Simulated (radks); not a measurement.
Values are calculated unless marked as measured or tabulated.
Question: Excited configurations of Hg I: one electron is placed in a higher orbital outside [Xe] 4f14 5d10 6s1. The ground configuration is [Hg]. Level of theory: scalar-relativistic Kohn-Sham, r2SCAN, spin-polarised, spherical densities, finite nucleus; open shells are filled with parallel spins first (spin-orbit coupling, left out, can overturn this in heavy ions); meta-GGA in the generalised Kohn-Sham scheme; Fermi nuclear charge, rms radius 5.4648 fm (a radial shooting solver on a logarithmic mesh with Libxc functionals). Excitation = E - E(ground); binding = E(ion) - E, where the ion is the core of charge +1; n* = 1/sqrt(2 binding) in atomic units, and the quantum defect is n - n*.

| outer orbital | excitation (eV) | binding (eV) | n* | quantum defect | eigenvalue (eV) | <r> (bohr) |
|---|---|---|---|---|---|---|
| 7p | 8.499 | 1.871 | 2.697 | 4.303 | -1.114 | 10.63 |
| 7d | 9.442 | 0.928 | 3.829 | 3.171 | -0.527 | 20.08 |

Estimate the row for 7s.

Answer: excitation (eV) 7.610; binding (eV) 2.761; n* 2.220; quantum defect 4.780; eigenvalue (eV) -1.704; <r> (bohr) 7.725. The Delta-SCF ionisation energy is 10.370 eV (NIST Atomic Spectra Database: 10.438 eV, measured). Self-interaction in the functional shifts the binding energies and quantum defects, so they are the method's values and not measured ones.
